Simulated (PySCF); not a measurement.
I2Zr, SMILES [Zr]([I])[I], multiplicity 1. Atoms are numbered in the order given.

```xyz
3

Zr     0.0000     0.0000     0.0000
I      0.0000     0.0000    -2.6949
I      0.0000     0.0000     2.6949
```

Geometry optimised at B3LYP-D3(BJ)/def2-SVP. The geometry has at least one imaginary mode, so it is a saddle point at that level. The spin state was assumed, not searched. The def2 effective core potentials stand for the cores of I, Zr; spin–orbit coupling is left out.

These are PBE/def2-TZVPD (PySCF) values and carry that method's errors.

Mulliken values depend strongly on the basis, most of all with diffuse functions as here. ESP charges are fitted to the potential on shells at 1.4 to 2.0 van der Waals radii. Atomic charges (e):

```csv
atom,ESP fit,Mulliken
Zr1,0.14,0.01
I2,-0.07,-0.01
I3,-0.07,-0.01
```
